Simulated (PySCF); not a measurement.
## Structure elucidation problem

The spectra below were simulated for a compound C2HF3O2.

1H NMR (600 MHz, computed): δ 6.74 (br s, 1H).

13C{1H} NMR (computed): δ 161.9 (q, J = 45.1 Hz), 124.7 (q, J = 363.8 Hz).

How the numbers were obtained: PBE0/pcSseg-1 with gauge-including orbitals, J couplings at B3LYP/pcJ-1, structure optimised with GFN2-xTB, in PySCF 2.14.0 with density-fitted response routines (fast rotation and ring inversion assumed for equivalent nuclei, no solvent, one computed conformer, no relativistic terms).

Referencing at the same level of theory: 1H and 13C vs TMS.

**Question.** Propose a structure and justify it.

**Answer.** 
- The formula gives 1 degree of unsaturation (no ring in the answer).
- 2 carbon signals for 2 carbons: no two carbons are equivalent.
- Carbon types of the structure: 2 × C, leaving 1 H on heteroatoms.
- δC 161.9: carboxylic acid carbon; lone-pair donation from the attached heteroatom keeps it upfield of a ketone carbonyl.
- δC 124.7: CF3 carbon; 3 electronegative neighbours deshield it.
- δH 6.74: hydrogen on an acid hydroxyl oxygen; exchangeable; this is the value without hydrogen bonding to other molecules.

Structure: `FC(C(=O)O)(F)F`.

The shifts were computed for this structure.

OH and NH positions are those of a molecule without intermolecular hydrogen bonds; in solution they move with solvent, concentration and temperature, and exchange usually removes their couplings. Common functionals overestimate the size of one-bond C–F couplings by tens of Hz; these are unscaled. Shifts are as computed. Against solution values, carbons near 30 ppm lie about +3 ppm off and those near 130 ppm about +5 ppm. Of 1211 compounds with measured shifts, 218 miss one by over three times the rms of a fit or turn the order of signals round; such compounds aren't used in these exercises. Hydrogen bonding in solution deshields acid and N–H amide carbonyl carbons by as much as 10 ppm beyond these values.
